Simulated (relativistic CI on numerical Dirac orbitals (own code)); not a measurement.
# One change at a time: Tc¹¹⁺

Base calculation: Dirac-Coulomb-Breit CI, KLI orbitals optimised for each configuration, QED by a radiative potential, unscaled Slater integrals.

Configuration list (outside the closed core [Ar] 3d10): 4s²4p², 4s4p³, 4p⁴, 4s²4p4d, 4s4p²4d, 4s²4p4f, 4s4p²4f, 4p³4d, 4s²4p5s, 4s4p4d², 4s²4p5p, 4s²4d4f, 4s²4d², 4s4d³, 4s4d²4f, 4p²4d², 4p4d³, 4p4d²4f, 4p4d²5s, 4s²4f², 4s4d4f², 4s4f³, 4s²4d5s, 4s4d²5s, 4s4d4f5s. Double excitations out of closed p, d and f shells are left out; levels of such configurations are missing from the list, as are those of other unlisted configurations, and high levels can miss mixing partners. These lack a partner that the ground configuration has and come out too high: 4s²4p5p.

Variants: (1) non-relativistic limit. Shifts of the energy above 4s²4p² ³P0, in cm⁻¹, for the lowest level and the first level of each name with at least 55 % of one term (blank where a level changes its place among those of its configuration and J or its character, or is not in the variant):

| Level | Base | Δ(1) |
| --- | --- | --- |
| 4s²4p² ³P0 | 0 | 0 |
| 4s²4p² ³P1 | 20765 | -20765 |
| 4s²4p² ³P2 | 31633 | -31633 |
| 4s²4p² ¹D2 | 63547 | -41739 |
| 4s²4p² ¹S0 | 97461 | -42350 |
| 4s4p³ ⁵S°2 | 214107 | -55661 |
| 4s4p³ ³D°1 | 270112 | -51611 |
| 4s4p³ ³D°2 | 271346 | -52845 |
| 4s4p³ ³D°3 | 279563 | -61063 |
| 4s4p³ ³P°0 | 309181 | -60836 |
| 4s4p³ ³P°1 | 312164 | -63819 |
| 4s4p³ ³P°2 | 315432 | -67087 |
| 4s4p³ ¹D°2 | 350262 | -64852 |
| 4s4p³ ³S°1 | 371338 | -53432 |
| 4s4p³ ¹P°1 | 405872 | -76890 |
| 4s²4p4d ³F°2 | 412806 | -28990 |
| 4s²4p4d ³F°3 | 425184 | -41369 |
| 4s²4p4d ³F°4 | 444639 | -60823 |
| 4s²4p4d ³P°0 | 481158 | -56311 |
| 4s²4p4d ³D°3 | 488834 | -53731 |
| 4s²4p4d ³D°2 | 490216 | -55113 |
| 4s²4p4d ¹F°3 | 526617 | -50997 |

At this charge energies of transitions that change n are usually good to better than 1 %, and those within a shell (Δn = 0) to a few per cent.

Ionisation energy from the two ground configurations alone: base 238.823 eV. The NIST ASD value (theoretical) is 239 eV.

LS names give the leading component of a level, which can be under half, so a name can repeat, a term be missing and a line seem to break the LS rules.
